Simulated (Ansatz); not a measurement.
One change: `[SiH3]C#CS[SiH3]` becomes `C#CS[SiH3]`.

Ansatz, PBE0-D4/def2-TZVP geometries, multiplicity 1. 

| property | `[SiH3]C#CS[SiH3]` |
| --- | --- |
| HOMO–LUMO gap (ωB97M-V/def2-TZVPP) / eV | 10.27 |
| HOMO–LUMO gap (B3LYP/def2-TZVPP) / eV | 5.90 |
| HOMO–LUMO gap (PBE0/def2-TZVPP) / eV | 6.30 |
| HOMO energy (ωB97M-V/def2-TZVPP) / eV | -9.07 |
| HOMO energy (PBE0/def2-TZVPP) / eV | -7.01 |
| LUMO energy (PBE/def2-TZVPP) / eV | -1.61 |

(1) What does the change do to each property? (Estimate.)

## Answers

(1) The calculation gave: 
```tsv
property	`C#CS[SiH3]`	shift
HOMO–LUMO gap (ωB97M-V/def2-TZVPP) / eV	10.55	0.28
HOMO–LUMO gap (B3LYP/def2-TZVPP) / eV	6.21	0.31
HOMO–LUMO gap (PBE0/def2-TZVPP) / eV	6.64	0.34
HOMO energy (ωB97M-V/def2-TZVPP) / eV	-9.07	0.00
HOMO energy (PBE0/def2-TZVPP) / eV	-6.97	0.04
LUMO energy (PBE/def2-TZVPP) / eV	-1.24	0.37
```

B3LYP here is the variant with VWN-RPA as its local correlation; programs differ in this.
